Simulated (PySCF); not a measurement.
# Electric field gradients and quadrupole coupling constants

Compound: C4H12OSSi2.
Structure used (GFN2-xTB), in Å, numbered top down from 1:
```xyz
20
C4H12OSSi2 angstrom
C     -1.426    2.294   -0.659
C     -1.898    1.075   -0.444
Si    -0.885   -0.513   -0.613
O     -1.409   -1.692    0.381
C     -2.666   -2.294    0.413
Si     1.250   -0.425    0.195
S      2.233    1.177   -0.851
C      3.914    0.973   -0.196
H     -0.403    2.456   -0.958
H     -2.033    3.181   -0.551
H     -2.937    0.979   -0.140
H     -1.048   -0.941   -2.019
H     -2.895   -2.758   -0.549
H     -2.657   -3.060    1.189
H     -3.443   -1.562    0.640
H      2.117   -1.588   -0.052
H      1.466   -0.118    1.618
H      4.525    1.753   -0.636
H      4.294   -0.003   -0.477
H      3.895    1.076    0.884
```

Field gradients from the PBE0/pcSseg-1 density (PySCF, non-relativistic), principal values in atomic units, ordered |Vxx| ≤ |Vyy| ≤ |Vzz|:

```json
{"atom": "O4", "Vxx": "-0.5604", "Vyy": "-1.1749", "Vzz": "1.7353"}
{"atom": "S7", "Vxx": "0.1287", "Vyy": "2.1725", "Vzz": "-2.3012"}
```

Q: Find the asymmetry η = (Vxx − Vyy)/Vzz and the couplings χ = eQV/h (234.96 MHz × Q in barn × V in au), with Q(17O) = −0.0256 b, Q(33S) = −0.0678 b.

A: 
```json
{"atom": "O4", "environment": "silyl ether oxygen", "nucleus": "17O", "η": "0.35", "χzz (MHz)": "-10.44", "χxx (MHz)": "3.37", "χyy (MHz)": "7.07"}
{"atom": "S7", "environment": "sulfur bonded to C and Si", "nucleus": "33S", "η": "0.89", "χzz (MHz)": "36.66", "χxx (MHz)": "-2.05", "χyy (MHz)": "-34.61"}
```

Q: What is Vzz at O4 in SI units (1 au = 9.71736 × 10²¹ V/m²)?

A: 1.7353 au = 16.863 × 10²¹ V/m².

Were the hydrogens deuterons (Q(2H) = 0.00286 b), χzz would run from 101 kHz (H12) to 223 kHz (H10).

Geometry: GFN2-xTB, one conformer, isolated molecule. GFN2-xTB bond lengths can be off by several hundredths of an ångström, more for odd bonds, and the gradients follow them. The basis is small and wasn't made for field gradients, so the couplings can be 20 % off.
